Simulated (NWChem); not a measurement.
BPH₄; SMILES PB

All runs: NWChem. The geometry was optimised at PBE0/def2-SVP. Ions are spin-unrestricted doublets at the neutral geometry; other ion states weren't tried.

For level r2SCAN/def2-TZVP:

| Property | Result |
|---|---|
| −ε(HOMO) (eV) | 6.69 |

How do the values read with level PBE0/def2-TZVP instead?

−ε(HOMO) (eV): 7.52
